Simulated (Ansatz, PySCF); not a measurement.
Molecule: C$_{2}$H$_{6}$ClSi (charge 0, doublet). It need not be the lowest isomer of its formula. SMILES: [Si](Cl)(C)C
Geometry: optimised at B3LYP-D3(BJ)/def2-TZVP (Ansatz, a quantum-chemistry and plane-wave program).

Property: atomisation energy (electronic, to ground-state atoms), in kJ/mol. Cores are frozen in the correlated levels unless marked. Open shells are spin-unrestricted. Spin-orbit coupling is left out. No relativistic terms. The coupled-cluster limit lacks core correlation, which all-electron functionals hold. Basis-set limits of correlation are two-point, X^-3; Hartree-Fock from the larger set. The bracket is a focal-point correction in the basis named.

```tsv
level	program	atomisation energy (kJ/mol)
PBE-D3(BJ)/def2-TZVPD	Ansatz + dftd3	3624.0
revPBE-D3(BJ)/def2-TZVPD	Ansatz + dftd3	3548.6
TPSSh-D3(BJ)/def2-TZVPD	PySCF + dftd3	3618.5
r2SCAN0/def2-TZVPD	Ansatz	3564.4
```

**Question.** Predict the RI-MP2/CBS(cc-pV(T+d)Z,cc-pV(Q+d)Z)+[CCSD(T)-MP2]/cc-pV(T+d)Z result (Ansatz).

**Answer.** 3574.7 kJ/mol
